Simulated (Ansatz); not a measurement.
## Relative stability

The two ends of one reaction step of AlH₃SeF₂, closed shell (PBE0-D4/def2-TZVP).

A:

```xyz
7
angstrom
Al -0.6548 -0.9064 0.0104
H -1.9459 -0.0266 -0.1755
F -0.0705 -1.7452 -1.2955
F -0.3279 -1.5305 1.5117
H 0.7229 1.7715 0.9901
Se 1.3591 0.8278 0.0609
H 0.9173 1.6095 -1.1020
```

B:

```csv
atom,x (Å),y (Å),z (Å)
Al1,0.1733,-0.6741,0.0805
H2,-1.8329,0.3910,0.3278
F3,-0.4203,-1.0810,-1.3948
F4,-0.2699,-1.5559,1.3907
H5,-1.3404,0.9505,0.4550
Se6,1.8801,0.8454,0.2914
H7,1.8102,1.1242,-1.1505
```

Ansatz 0.2.0; basis: def2-TZVPP; cores frozen in the correlated methods. Filled d shells of the heavier atoms are correlated. The def2 sets are not built for correlating such inner shells, so the correlated values are less sure here. B3LYP uses VWN-RPA correlation.

Problem. Which structure is lower at CCSD(T), and by how much? (An estimate is asked for; the value comes from the calculation.)

Solution. Computed: B, by 0.436 eV (electronic energy, against the other). By their contacts, A is AlH₃SeF₂ ([F][AlH]([F])[SeH2]) and B is a complex of AlHSeF₂ ([F][Al]([F])[SeH]) + H₂.

All methods give the same order:

```json
{"method": "SPW92", "E(B) − E(A) (eV)": "-0.379"}
{"method": "PBE-D4", "E(B) − E(A) (eV)": "-0.445"}
{"method": "BLYP-D4", "E(B) − E(A) (eV)": "-0.427"}
{"method": "r2SCAN-D4", "E(B) − E(A) (eV)": "-0.485"}
{"method": "B97M-V", "E(B) − E(A) (eV)": "-0.300"}
{"method": "PBE0-D4", "E(B) − E(A) (eV)": "-0.442"}
{"method": "B3LYP-D4", "E(B) − E(A) (eV)": "-0.422"}
{"method": "r2SCAN0-D4", "E(B) − E(A) (eV)": "-0.479"}
{"method": "BHLYP-D4", "E(B) − E(A) (eV)": "-0.412"}
{"method": "CAM-B3LYP-D4", "E(B) − E(A) (eV)": "-0.382"}
{"method": "wB97X-V", "E(B) − E(A) (eV)": "-0.400"}
{"method": "wB97M-V", "E(B) − E(A) (eV)": "-0.443"}
{"method": "B2PLYP", "E(B) − E(A) (eV)": "-0.452"}
{"method": "PBE-QIDH", "E(B) − E(A) (eV)": "-0.469"}
{"method": "RPA on PBE", "E(B) − E(A) (eV)": "-0.363"}
{"method": "HF", "E(B) − E(A) (eV)": "-0.397"}
{"method": "MP2", "E(B) − E(A) (eV)": "-0.519"}
{"method": "CCSD", "E(B) − E(A) (eV)": "-0.414"}
{"method": "CCSD(T)", "E(B) − E(A) (eV)": "-0.436"}
```

T1 diagnostic: at most 0.011.

Labels in which every atom is bracketed show which atoms are joined, not bond orders.

For scale, one of the runs: CCSD(T)/def2-TZVPP, 194 basis functions, launched by `ansatz run in.yaml --threads 4 --pin off --events-out ev --progress --plain --max-ram 9574MiB`. Hardware: 4 CPU threads of an AMD EPYC, shared host. Wall time 2.2 min; peak host memory 2.3 GiB.
